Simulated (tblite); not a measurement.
Species: C6H3N2O (doublet state).
Geometry (GFN2-xTB, Å), atoms numbered from 1 in this order:
```xyz
12
C6H3N2O angstrom
N      1.267    3.552   -0.656
C      0.931    2.461   -0.408
C      0.521    1.243   -0.113
C      0.301   -0.012    0.163
C      1.382   -1.037    0.063
O      1.227   -2.182    0.378
C     -1.049   -0.560    0.587
C     -1.915   -0.641   -0.564
N     -2.585   -0.697   -1.488
H      2.337   -0.644   -0.316
H     -1.516    0.083    1.337
H     -0.901   -1.567    0.991
```

Structure optimised with GFN2-xTB, isolated species. This method treats the open shell by occupation alone, without spin polarisation.

Take the most abundant isotopes and a rigid rotor. The values belong to one conformer with, in the numbering `[N:1]#[C:2]/[C:3]=[C:4](\[CH:5]=[O:6])[CH2:7][C:8]#[N:9]`, C3–C4–C5–O6 176°, C3–C4–C7–C8 75°.

**Question.** Give the principal moments of inertia and the rotational constants in MHz.

**Answer.** Ia = 248.25, Ib = 439.21, Ic = 638.09 u·Å²; 505379 MHz·u·Å²/I gives A = 2036, B = 1151, C = 792.0 MHz.

**Question.** What kind of rotor is it?

**Answer.** An asymmetric top: κ = (2 × 1151 − 2036 − 792.0)/(2036 − 792.0) = -0.42.

**Question.** What does the inertial defect say?

**Answer.** Not planar: Δ = Ic − Ia − Ib = -49.37 u·Å². For a rigid frame Δ = −2 Σ m c², so Σ m c² = 24.68 u·Å² lies off the ab plane: 5.51 from hydrogen and 19.17 from heavier atoms. The atom farthest from that plane is 1.88 Å away.

**Question.** List the rotational levels J(Ka,Kc) to J = 5 (MHz).

**Answer.** Above 0(0,0):
J = 1: 1(0,1) 1943, 1(1,1) 2828, 1(1,0) 3186
J = 2: 2(0,2) 5739, 2(1,2) 6355, 2(1,1) 7430, 2(2,1) 10086, 2(2,0) 10175
J = 3: 3(0,3) 11243, 3(1,3) 11595, 3(1,2) 13732, 3(2,2) 15914, 3(2,1) 16327, 3(3,1) 21286, 3(3,0) 21300
J = 4: 4(0,4) 18335, 4(1,4) 18505, 4(1,3) 21996, 4(2,3) 23614, 4(2,2) 24705, 4(3,2) 29200, 4(3,1) 29296, 4(4,1) 36528, 4(4,0) 36530
J = 5: 5(0,5) 26976, 5(1,5) 27050, 5(1,4) 32074, 5(2,4) 33132, 5(2,3) 35279, 5(3,3) 39100, 5(3,2) 39455, 5(4,2) 46437, 5(4,1) 46454, 5(5,1) 55836, 5(5,0) 55837
Those of J = 1 are B + C, A + C and A + B.

**Question.** Estimate the classical rotational partition function at 25 K, 50 K and 298.15 K.

**Answer.** Point group C1, symmetry number σ = 1; q = (√π/σ)·√((kT/h)³/(ABC)), k/h = 20836.6 MHz/K: 15500 at 25 K, 43800 at 50 K, 637000 at 298.15 K.

For this open shell read J as N, the rotation without spin; fine and hyperfine splittings come on top. Its GFN2-xTB frequencies are all real (lowest 20 cm⁻¹). No vibrational averaging or centrifugal distortion is included, and the geometry carries the error of its method.

Time: 0.8 s wall. Hardware: one thread, Arm Neoverse V1 (aarch64), shared host with 64 logical CPUs at a one-minute load of 142. That covers the optimisation of the geometry.

All values are computed, not measured.
